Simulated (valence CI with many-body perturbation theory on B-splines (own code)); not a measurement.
# Bi⁶⁰⁺: E2, M1 decay

Calculated by relativistic CI+MBPT: five valence electrons over a frozen Dirac-Fock core [Ar], a basis of 7 s, 7 p, 8 d, 6 f, 4 g, 1 h functions for each j, with the one-electron correlation potential Σ1, the two-electron term Σ2, the three-electron term Σ3, Breit, model QED; selected CI, second order for the rest (own B-spline code, finite nucleus).

No measured spectrum was set against this ion. As an estimate, large intervals hold to a few tenths of a per cent, small ones and those within an open d or f shell to about a per cent. The list stops below the first excitations out of the core. Only levels of the ground parity were solved; by the run's estimate the other parity begins above the list, which can be wrong where configurations are misplaced.

Lines 1 to 50 of 74 in falling wavelength, among levels below 2351100 cm⁻¹, chosen from the decays that carry over 1 % of a level's rate. Wavelengths and rates use the calculated energies. Electric multipoles are in the length gauge, E1 and E2 with the static RPA response of the core. S is in atomic units (e²a₀⁴ for E2 and M2, e²a₀⁶ for E3), for M1 in squared Bohr magnetons. Weak lines are less certain than strong ones. Lines between different terms over intervals too small for the method are left out, as are lines whose strength nearly cancels. The highest levels of a list are the least certain.

Levels are named by their leading jj configuration (3d3/2^4 stands for four electrons in 3d with j = 3/2), which in mixed levels can hold well under half, so a name can repeat and another be missing. Letters in brackets count levels of one name in rising energy.

| λ vac (Å) | Upper | Lower | Type | A (s⁻¹) | S (a.u.) |
| --- | --- | --- | --- | --- | --- |
| 13580 | (3d3/2^3 3d5/2^2) J=11/2 | (3d3/2^3 3d5/2^2) J=7/2 [a] | E2 | 1.30e-09 | 6.41e-06 |
| 1729 | (3d3/2^3 3d5/2^2) J=9/2 | (3d3/2^3 3d5/2^2) J=11/2 | M1 | 1.39e+03 | 2.67e+00 |
| 1533 | (3d3/2^3 3d5/2^2) J=9/2 | (3d3/2^3 3d5/2^2) J=7/2 [a] | M1 | 2.22e+03 | 2.97e+00 |
| 1199 | (3d3/2^3 3d5/2^2) J=5/2 [b] | (3d3/2^3 3d5/2^2) J=3/2 [a] | M1 | 3.51e+03 | 1.35e+00 |
| 775.9 | (3d3/2^3 3d5/2^2) J=1/2 | (3d3/2^3 3d5/2^2) J=3/2 [a] | M1 | 3.86e+04 | 1.34e+00 |
| 480.2 | (3d3/2^3 3d5/2^2) J=5/2 [b] | (3d3/2^3 3d5/2^2) J=5/2 [a] | M1 | 5.37e+04 | 1.32e+00 |
| 463.4 | (3d3/2^3 3d5/2^2) J=3/2 [b] | (3d3/2^3 3d5/2^2) J=5/2 [b] | M1 | 1.72e+04 | 2.54e-01 |
| 334.3 | (3d3/2^3 3d5/2^2) J=3/2 [b] | (3d3/2^3 3d5/2^2) J=3/2 [a] | M1 | 4.67e+04 | 2.58e-01 |
| 235.8 | (3d3/2^3 3d5/2^2) J=3/2 [b] | (3d3/2^3 3d5/2^2) J=5/2 [a] | M1 | 3.40e+04 | 6.60e-02 |
| 143.5 | (3d3/2^2 3d5/2^3) J=1/2 [a] | (3d3/2^3 3d5/2^2) J=3/2 [b] | M1 | 2.12e+06 | 4.64e-01 |
| 141.5 | (3d3/2^2 3d5/2^3) J=3/2 [a] | (3d3/2^3 3d5/2^2) J=3/2 [b] | M1 | 7.57e+05 | 3.18e-01 |
| 140.1 | (3d3/2^2 3d5/2^3) J=5/2 [b] | (3d3/2^3 3d5/2^2) J=3/2 [b] | M1 | 1.01e+06 | 6.16e-01 |
| 125.0 | (3d3/2^2 3d5/2^3) J=7/2 [a] | (3d3/2^3 3d5/2^2) J=7/2 [b] | M1 | 2.22e+05 | 1.28e-01 |
| 124.1 | (3d3/2^2 3d5/2^3) J=3/2 [b] | (3d3/2^3 3d5/2^2) J=3/2 [b] | M1 | 1.22e+05 | 3.45e-02 |
| 123.7 | (3d3/2^2 3d5/2^3) J=5/2 [c] | (3d3/2^3 3d5/2^2) J=3/2 [b] | M1 | 5.02e+06 | 2.11e+00 |
| 122.1 | (3d3/2^2 3d5/2^3) J=9/2 [a] | (3d3/2^3 3d5/2^2) J=7/2 [b] | M1 | 1.64e+06 | 1.10e+00 |
| 119.2 | (3d3/2^2 3d5/2^3) J=7/2 [a] | (3d3/2^3 3d5/2^2) J=5/2 [b] | M1 | 3.40e+06 | 1.71e+00 |
| 119.1 | (3d3/2^2 3d5/2^3) J=5/2 [a] | (3d3/2^3 3d5/2^2) J=3/2 [a] | M1 | 9.33e+05 | 3.51e-01 |
| 116.2 | (3d3/2^2 3d5/2^3) J=5/2 [a] | (3d3/2^3 3d5/2^2) J=7/2 [a] | M1 | 2.64e+06 | 9.21e-01 |
| 115.3 | (3d3/2^2 3d5/2^3) J=1/2 [a] | (3d3/2^3 3d5/2^2) J=1/2 | M1 | 7.35e+06 | 8.35e-01 |
| 114.9 | (3d3/2^2 3d5/2^3) J=1/2 [b] | (3d3/2^3 3d5/2^2) J=3/2 [b] | M1 | 5.88e+05 | 6.62e-02 |
| 114.7 | (3d3/2^3 3d5/2^2) J=5/2 [a] | (3d3/2^4 3d5/2) J=5/2 | M1 | 2.01e+07 | 6.75e+00 |
| 114.0 | (3d3/2^2 3d5/2^3) J=3/2 [a] | (3d3/2^3 3d5/2^2) J=1/2 | M1 | 1.90e+06 | 4.18e-01 |
| 114.0 | (3d3/2^2 3d5/2^3) J=11/2 | (3d3/2^3 3d5/2^2) J=9/2 | M1 | 2.08e+06 | 1.37e+00 |
| 113.8 | (3d3/2^2 3d5/2^3) J=7/2 [a] | (3d3/2^3 3d5/2^2) J=9/2 | M1 | 5.05e+06 | 2.21e+00 |
| 112.3 | (3d3/2^2 3d5/2^3) J=5/2 [b] | (3d3/2^3 3d5/2^2) J=7/2 [b] | M1 | 1.89e+06 | 5.96e-01 |
| 111.4 | (3d3/2^2 3d5/2^3) J=9/2 [a] | (3d3/2^3 3d5/2^2) J=9/2 | M1 | 1.88e+05 | 9.64e-02 |
| 108.4 | (3d3/2^2 3d5/2^3) J=3/2 [a] | (3d3/2^3 3d5/2^2) J=5/2 [b] | M1 | 6.47e+06 | 1.22e+00 |
| 107.6 | (3d3/2^2 3d5/2^3) J=5/2 [b] | (3d3/2^3 3d5/2^2) J=5/2 [b] | M1 | 7.30e+06 | 2.02e+00 |
| 106.9 | (3d3/2^2 3d5/2^3) J=11/2 | (3d3/2^3 3d5/2^2) J=11/2 | M1 | 1.28e+07 | 6.95e+00 |
| 106.6 | (3d3/2^2 3d5/2^3) J=9/2 [b] | (3d3/2^3 3d5/2^2) J=7/2 [b] | M1 | 2.14e+06 | 9.61e-01 |
| 105.9 | (3d3/2^2 3d5/2^3) J=7/2 [a] | (3d3/2^3 3d5/2^2) J=7/2 [a] | M1 | 7.92e+06 | 2.79e+00 |
| 104.6 | (3d3/2^2 3d5/2^3) J=9/2 [a] | (3d3/2^3 3d5/2^2) J=11/2 | M1 | 5.10e+06 | 2.17e+00 |
| 104.1 | (3d3/2^2 3d5/2^3) J=7/2 [b] | (3d3/2^3 3d5/2^2) J=7/2 [b] | M1 | 2.34e+06 | 7.82e-01 |
| 103.8 | (3d3/2^2 3d5/2^3) J=9/2 [a] | (3d3/2^3 3d5/2^2) J=7/2 [a] | M1 | 7.90e+06 | 3.28e+00 |
| 103.7 | (3d3/2^2 3d5/2^3) J=5/2 [a] | (3d3/2^3 3d5/2^2) J=5/2 [a] | M1 | 3.50e+07 | 8.68e+00 |
| 102.5 | (3d3/2^3 3d5/2^2) J=7/2 [a] | (3d3/2^4 3d5/2) J=5/2 | M1 | 8.81e+06 | 2.82e+00 |
| 102.4 | (3d3/2^2 3d5/2^3) J=3/2 [b] | (3d3/2^3 3d5/2^2) J=1/2 | M1 | 1.21e+06 | 1.93e-01 |
| 102.2 | (3d3/2^2 3d5/2^3) J=13/2 | (3d3/2^3 3d5/2^2) J=11/2 | M1 | 2.81e+06 | 1.56e+00 |
| 101.4 | (3d3/2^2 3d5/2^3) J=5/2 [c] | (3d3/2^3 3d5/2^2) J=7/2 [b] | M1 | 8.22e+06 | 1.91e+00 |
| 100.4 | (3d3/2^2 3d5/2^3) J=1/2 [a] | (3d3/2^3 3d5/2^2) J=3/2 [a] | M1 | 1.84e+07 | 1.38e+00 |
| 100.3 | (3d3/2^3 3d5/2^2) J=3/2 [a] | (3d3/2^4 3d5/2) J=5/2 | M1 | 1.94e+07 | 2.90e+00 |
| 100.1 | (3d3/2^2 3d5/2^3) J=7/2 [b] | (3d3/2^3 3d5/2^2) J=5/2 [b] | M1 | 3.93e+05 | 1.17e-01 |
| 99.40 | (3d3/2^2 3d5/2^3) J=3/2 [a] | (3d3/2^3 3d5/2^2) J=3/2 [a] | M1 | 1.76e+07 | 2.56e+00 |
| 98.74 | (3d3/2^2 3d5/2^3) J=5/2 [b] | (3d3/2^3 3d5/2^2) J=3/2 [a] | M1 | 2.89e+06 | 6.19e-01 |
| 98.37 | (3d3/2^2 3d5/2^3) J=9/2 [b] | (3d3/2^3 3d5/2^2) J=9/2 | M1 | 1.29e+07 | 4.56e+00 |
| 97.86 | (3d3/2^2 3d5/2^3) J=3/2 [b] | (3d3/2^3 3d5/2^2) J=5/2 [b] | M1 | 5.50e+06 | 7.64e-01 |
| 97.61 | (3d3/2^2 3d5/2^3) J=5/2 [c] | (3d3/2^3 3d5/2^2) J=5/2 [b] | M1 | 7.15e+05 | 1.48e-01 |
| 96.67 | (3d3/2^2 3d5/2^3) J=5/2 [b] | (3d3/2^3 3d5/2^2) J=7/2 [a] | M1 | 7.13e+06 | 1.43e+00 |
| 96.26 | (3d3/2^2 3d5/2^3) J=7/2 [b] | (3d3/2^3 3d5/2^2) J=9/2 | M1 | 4.11e+06 | 1.09e+00 |
